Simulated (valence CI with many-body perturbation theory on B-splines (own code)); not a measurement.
**Rb²⁴⁺: key properties**

Calculated by relativistic CI+MBPT: three valence electrons over a frozen Dirac-Fock core [Ne], a basis of 11 s, 11 p, 10 d, 8 f, 5 g, 2 h functions for each j, with the one-electron correlation potential Σ1, the two-electron term Σ2, the three-electron term Σ3, Breit, model QED; selected CI, second order for the rest, scaled by the run's own slope (own B-spline code, finite nucleus).

No measured spectrum was set against this ion. As an estimate, levels of excited configurations hold to 0.05 to 0.15 % of their energy, terms of the ground configuration to about 0.5 %.

Names give the largest LS component (configuration and term), which can be under half, so a name can repeat, a term be missing and a line seem to break the LS rules; names also repeat where a configuration has a term twice.

Rates and lifetimes use the calculated energies. Strong lines usually hold to 10 to 20 %, long lifetimes can be off by a factor of two.

Question: What is the ground level?

Answer: 3s²3p ²P°_1/2, composition 98 % 3s²3p ²P°, g = 0.662.

Question: How well does LS coupling describe the low levels?

Answer: Among the lowest 20 levels the leading LS term, summed over configurations, holds 83 % on average. For single configurations the figures are 77 % in LS and 76 % in jj coupling. Terms mix most in the J = 3/2 level at 1104.1 × 10³ cm⁻¹, where the leading one holds 51 %.

Question: How is the term ²P° of the ground level split?

Answer: J = 1/2 at 0.00, J = 3/2 at 111.19 × 10³ cm⁻¹.

Question: Among levels below 4510.8 × 10³ cm⁻¹, which E1 lines absorb most strongly from the ground level?

Answer: to 3s²3d ²D_3/2 at 11.27 nm, f = 0.253; to 3s3p² ²P_1/2 at 14.43 nm, f = 0.222; to 3s3p² ²P_3/2 at 12.30 nm, f = 0.157.

Question: Where does the other parity begin?

Answer: At 3s3p² ⁴P_1/2, 432.47 × 10³ cm⁻¹.

Question: What is the ionisation energy?

Answer: 1134.6 eV; NIST lists 1125 ± 5 eV (semi-empirical).

Question: Name the longest-lived excited levels whose lifetime is computed, and their main decay.

Answer: 3s²3p ²P°_3/2 at 111.19 × 10³ cm⁻¹ lives 80.7 μs, mostly by M1 to 3s²3p ²P°_1/2; 3s3p² ⁴P_3/2 at 493.80 × 10³ cm⁻¹ lives 8.23 ns, mostly by E1 to 3s²3p ²P°_3/2. The lifetime of 3s3p3d ⁴F°_9/2 is too uncertain to give, and may be longer.
